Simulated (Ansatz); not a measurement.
Species: CH3OS, net charge 0, doublet state. It need not be the lowest isomer of its formula. 
Coordinates optimised at B3LYP-D3(BJ)/def2-TZVP (Ansatz, a first-principles code):
```xyz
6

C     -1.3941     0.3113     0.0856
S      0.2181    -0.4773    -0.1605
O      1.2502     0.5488     0.2074
H     -1.4940     0.6074     1.1297
H     -2.1650    -0.4153    -0.1755
H     -1.4683     1.1870    -0.5589
```
Charge 0, spin multiplicity 2.

Quantity: vertical electron affinity (to the singlet state of charge -1; a negative value means that the extra electron is unbound and the number depends on the basis; each state is the SCF solution reached for its spin), in eV. Cores are frozen in the correlated levels unless marked. Open shells are spin-unrestricted. Spin-orbit coupling is left out. No relativistic terms. Anions need diffuse functions: aug- sets have them; def2-D sets add few. CBS marks a two-point X^-3 extrapolation of the correlation energy; Hartree-Fock from the larger set. The bracket is a focal-point correction in the basis named.

RI-MP2/CBS(aug-cc-pV(T+d)Z,aug-cc-pV(Q+d)Z)+[CCSD(T)-MP2]/aug-cc-pV(D+d)Z (Ansatz) gives 0.98 eV.

Q: Another calculation gave 0.85 eV. Which level was it?
A) SVWN5/def2-TZVPD (Ansatz)
B) r2SCAN/def2-TZVPD (Ansatz)
C) B3LYP/def2-TZVPD (Ansatz)

A: C, B3LYP/def2-TZVPD (Ansatz). The others give 0.69 (r2SCAN), 0.97 (SVWN5) eV.
